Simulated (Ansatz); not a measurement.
`CC(C)[O][GaH2]` → `[GaH2]`• + `CC(C)[O]`•  (homolysis of the Ga–O bond)

Program: Ansatz. Geometries: PBE0-D4/def2-TZVP. ΔE: electronic, gas phase. CBS: MP2 limit from def2 TZ/QZ plus the TZ coupled-cluster correction, frozen cores. DFT in def2-TZVPP. No spin–orbit coupling; open shells (•) take unrestricted orbitals. For Ga outer-core shells are correlated without core-valence functions, which leaves a few kJ/mol of doubt a bond. Scalar relativity is left out up to krypton. One conformer a species, not always the lowest.

CCSD(T)/CBS gives +441.3 kJ/mol.

Problem. Another level gave +397.2 kJ/mol. Which?
A. BHLYP/def2-TZVPP
B. LC-ωPBE/def2-TZVPP
C. MP2/def2-TZVPP
D. PBE0-D4/def2-TZVPP

Solution. D. PBE0-D4 397.2, MP2/def2-TZVPP 464.9, BHLYP 371.9, LC-ωPBE 403.2 kJ/mol.

Largest T1 diagnostic among the species: 0.017.

From r2SCAN to r2SCAN0 (25 % exact exchange), in def2-TZVPP and without D4, ΔE moves by −7.5 kJ/mol: exact exchange takes away binding that semilocal exchange gives to molecules. At CCSD(T), def2-SVP lies −29.3 kJ/mol from the extrapolated value and def2-TZVPP −16.3 kJ/mol: correlation converges slowly with the basis, and small sets miss more of it in the bonded molecule than in its fragments.

CCSD(T)/CBS has its own doubt, a few kJ/mol and more with outer-core shells, so smaller differences from it don't rank the levels.
